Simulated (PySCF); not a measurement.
## CH12OSi4

The system: CH12OSi4, a small molecule; neutral, singlet. The structure, one conformer, was relaxed in the gas phase by PBE0-D3(BJ)/def2-SVP. No frequency run checks that it is a minimum.

SMILES: C[Si]([SiH3])([SiH3])O[SiH3]

```xyz
18

Si   -0.076   -0.295    0.158
Si    1.853   -1.378   -0.640
Si   -0.540   -0.946    2.364
O     0.237    1.350    0.191
Si    0.180    2.749   -0.694
C    -1.540   -0.659   -0.965
H     2.202   -0.878   -2.009
H     3.016   -1.123    0.266
H     1.629   -2.857   -0.724
H    -1.713   -0.183    2.898
H     0.637   -0.696    3.252
H    -0.870   -2.407    2.406
H     0.600    2.495   -2.107
H    -1.208    3.302   -0.701
H     1.103    3.741   -0.075
H    -1.763   -1.738   -0.971
H    -2.439   -0.124   -0.621
H    -1.328   -0.349   -2.001
```
Atom numbers follow the order of the file, from 1.

Shieldings: GIAO PBE0/pcSseg-1. Shifts are against computed references at the same level: C TMS (σ 184.4 ppm), H TMS (σ 31.27 ppm), Si TMS (σ 352.0 ppm). Core levels by delta-SCF with SCAN, pcX-2 on the ionised atom and pcseg-1 elsewhere, spin-free X2C (2p3/2 is the spin-free 2p value less a third of a first-order spin-orbit splitting); from the vacuum level, for chosen atoms.

Q: Give the shieldings and core levels atom by atom.

A: 
```csv
atoms,bonded to,σ (ppm),δ (ppm),core level (eV)
Si1,1 C + 1 O + 2 Si,334.5,17.5,2p3/2 106.64
Si2,1 Si + 3 H,460.2,-108.2,2p3/2 106.23
Si3,1 Si + 3 H,457.1,-105.1,2p3/2 106.23
O4,2 Si,325.3,-,1s 537.50
Si5,1 O + 3 H,391.1,-39.1,-
C6,1 Si + 3 H,181.2,3.2,1s 290.20
H7 H8 H9,1 Si,27.78,3.49,-
H10 H11 H12,1 Si,27.77,3.49,-
H13 H14 H15,1 Si,26.33,4.94,-
H16 H17 H18,1 C,30.59,0.67,-
```

Values are those of this one static structure, with the three H of a rotating XH3 group averaged; atoms that internal rotation interchanges would show their mean in an NMR spectrum.

Q: Which of Si1, Si2, Si3 holds its core electrons tightest, and by how much against the loosest?

A: Si1 (bonded to 1 C + 1 O + 2 Si), by 0.40 eV over Si3 (bonded to 1 Si + 3 H).

Q: By CAM-B3LYP/def2-SVPD (TDDFT singlets, Tamm-Dancoff triplets, ionisation by delta-SCF), where does absorption start, and what does vertical ionisation take?

A: The lowest singlet lies at 5.85 eV (f 0.029), the strongest of the first 6 at 7.36 eV (f 0.383), the lowest triplet at 5.20 eV; vertical ionisation takes 9.12 eV.

The 3 runs behind this took 4.2 min in all, one thread each of Intel Xeon Platinum 8375C on a shared host, launched as `OMP_NUM_THREADS=1 python cluster_run.py task.json out`.
